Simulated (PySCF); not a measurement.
## Ionisation energy of Pt⁴⁴⁺ by level of theory

Pt⁴⁴⁺ [Ar] 3d10 4s2 4p4 [4p1/2^2 4p3/2^2, M_J = 2] → Pt⁴⁵⁺ [Ar] 3d10 4s2 4p3 [4p1/2^2 4p3/2^1, M_J = 3/2], as a difference of total energies. Calculation: PySCF 2.14, in an even-tempered Gaussian basis (16 s from 5.8 bohr⁻², ratio 2.8; 13 p from 7.5 bohr⁻², ratio 2.8; 8 d from 13 bohr⁻², ratio 2.8; 4 f from 34 bohr⁻², ratio 3); the two-component X2C-1e Hamiltonian. Correlated levels: [Ne] frozen; the 72 highest virtual spinors dropped. "Screened" scales the spin-orbit matrix elements by Boettger's factors to mimic the two-electron term; Breit and QED terms are absent.

```json
{"method": "GHF (spin-free)", "ionisation energy (eV)": "2313.1"}
{"method": "GMP2 (spin-free)", "ionisation energy (eV)": "2314.5"}
{"method": "GHF (screened spin-orbit)", "ionisation energy (eV)": "2285.2"}
{"method": "GMP2 (screened spin-orbit)", "ionisation energy (eV)": "2286.1"}
```

Breit and QED terms and the two-electron picture change are absent.

The spin-free rows relax to the high-spin LS determinant and lack the spin-orbit shift.

The labels give the starting determinants; with spin-orbit coupling the two ends relaxed to ⟨J²⟩ = 6.00, ⟨L²⟩ = 3.31, ⟨S²⟩ = 1.46 and ⟨J²⟩ = 3.75, ⟨L²⟩ = 2.59, ⟨S²⟩ = 1.55.

For comparison: 2291 ± 4 eV (theoretical estimate listed by NIST; NIST Atomic Spectra Database, ionization energies).
